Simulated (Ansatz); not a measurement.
`[SiH3][C]1=C[S][GaH]1`, charge 0, multiplicity 1.

**Question.** Give a relaxed structure at PBE0-D4/def2-TZVP (Ansatz). (An estimate is asked.)

**Answer.** The calculation gave: 
Cartesian coordinates in Å:
```
Si -0.466 0.356 -1.585
C 0.035 -0.037 0.140
C 1.040 0.531 0.838
S 1.316 -0.039 2.505
Ga -0.435 -1.202 1.642
H -0.360 -0.848 -2.455
H -1.884 0.808 -1.634
H 0.400 1.431 -2.145
H 1.703 1.315 0.468
H -1.348 -2.315 2.226
```
Point group Cs.
This is one stationary point; other conformers may exist.
